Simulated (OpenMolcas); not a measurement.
# As IV: effect of the active space

```json
{
 "Program": "OpenMolcas 26.06",
 "Method": "CASSCF or its RAS form",
 "Basis": "ANO-RCC-VQZP",
 "Scalar Hamiltonian": "DKH2, point nucleus",
 "Spin-orbit coupling": "state interaction with AMFI integrals over the reference wave functions, term energies averaged over their components"
}
```

A. 2 electrons in 4 orbitals (4s 4p); 2S+1 = 3 even, 3 roots; 2S+1 = 1 even, 7 roots; 2S+1 = 3 odd, 3 roots; 2S+1 = 1 odd, 3 roots; cost of the order of 9 core-seconds
B. 2 electrons in 8 orbitals (4s 4p 5s 5p); 2S+1 = 3 even, 3 roots; 2S+1 = 1 even, 7 roots; 2S+1 = 3 odd, 3 roots; 2S+1 = 1 odd, 3 roots; cost of the order of 13 core-seconds
C. 2 electrons in 9 orbitals (RAS2 4s 4p; RAS3 4d, at most 2 electrons); 2S+1 = 3 even, 3 roots; 2S+1 = 1 even, 7 roots; 2S+1 = 3 odd, 3 roots; 2S+1 = 1 odd, 3 roots; cost roughly 13 core-seconds

Energies in cm⁻¹ above 4s² ¹S₀, the measured ground level; measured values from Moore, Atomic Energy Levels, vol. II, NSRDS-NBS 35 (1971 reprint of NBS Circular 467, 1952).

```
     Level       A       B       C  Measured
   4s² ¹S₀     0.0     0.0     0.0       0.0
4s 4p ³P°₀   72483   73520   71546          
4s 4p ³P°₁   73495   74532   72548     76962
4s 4p ³P°₂   75637   76672   74692     79492
4s 4p ¹P°₁  120245  120946  112664    112022
```

Deviations, from unrounded energies. A percentage is the sum of absolute deviations over the sum of measured energies, with the sign that they share, or ± where signs differ.

```
           Against measurement  Levels     A     B     C
mean absolute deviation (cm-1)       3  5200  4700  3300
      other configurations (%)       3  ±5.8  ±5.3  ±3.7
```

C lies closest to measurement on these levels and A furthest from it. The largest miss of C in the table is 4s 4p ³P°₂, by -4800 cm-1. The ranking rests on the paired levels alone, and a cruder setting can come out closer through cancelling errors.

Among A to C the level of the table that moves most is 4s 4p ¹P°₁, by 8300 cm-1 (lowest in C, highest in B).

Active for correlation alone: 5p 5s; no level in the range computed is led by a configuration that fills them, so any true level of that kind is missing (holds for B). Active for correlation alone: 4d; no level in the range computed is led by a configuration that fills it, so any true level of that kind is missing (holds for C). Measured partners are found by configuration, term and J. A level has none where our copy of the source lacks it or the pairing is in doubt (some pairs that miss far off the trend of their configuration count as doubtful), and it then counts in no deviation. Levels of configurations outside the active space are missing. Levels that lie high or do not pair safely by name in every column are left out.

° marks odd parity.
